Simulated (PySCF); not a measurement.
Isomers of C6H8FSi (doublet state), one GFN2-xTB conformer each. Single-point energies are computed at B3LYP/pcH-1 (PySCF, gas phase, no added dispersion term), electronic only. GFN2-xTB treats the open shell by occupation alone, and not every SCF solution was tested for stability.

Problem. Rank them by B3LYP/pcH-1 energy, lowest first (kJ/mol).
A. `[CH3:1][C:2]#[C:3][Si:4]1[CH2:5][CH:6]([F:7])[CH2:8]1` (doublet state) with C3–Si4–C5–C6 100°, Si4–C5–C6–F7 136°, C5–C6–C8–Si4 -15°, C3–Si4–C8–C6 -100°
B. `[CH3:1][C:2]#[C:3][Si@@H:4]1[CH:5][C@H:6]([F:7])[CH2:8]1` (doublet state) with C3–Si4–C5–C6 -120°, Si4–C5–C6–F7 132°, C5–C6–C8–Si4 -10°, C3–Si4–C8–C6 123°

Solution. A (0.0), B (56.6).

GFN2-xTB itself gives, in the same order: 0.0, 65.6. Both levels put the same isomer lowest.
